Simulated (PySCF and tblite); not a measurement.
Values are calculated unless marked as measured or tabulated.
System: C6H7N3, numbered as in [CH3:1][CH2:2][c:3]1[cH:4][c:5]([C:6]#[N:7])[nH:8][n:9]1.

For the shift of H on N8 from N8 to N9: electronic barrier 51.69 kcal/mol, zero-point change -4.10 kcal/mol, thermal and entropy terms at 200 K a further -0.05 kcal/mol (symmetry numbers apart). The minimum is C1, the saddle C1. Geometries: B3LYP-D3(BJ)/def2-SVP; energies: PBE0/pcSseg-1 + D3(BJ); zero-point and thermal terms from GFN2-xTB harmonic modes (soft modes blended into free rotors). Rates follow Eyring's equation with the number of equivalent paths and no tunnelling. Run with tblite and PySCF.

How many equivalent paths lead out of the minimum?

1: the symmetry number of the minimum is 1, that of the saddle displaced along its mode 1.

Work out the rate at 200 K.

ΔG‡ = 47.54 kcal/mol; k_B T/h = 4.2×10¹² s⁻¹; exp(−ΔG‡/RT) = 1.1×10⁻⁵²; times 1 gives k = 4.7×10⁻⁴⁰ s⁻¹.

Tunnelling of the moving H, left out here, will speed the real process. In real samples such hydrogens mostly exchange between molecules or through solvent, far faster than by this path.
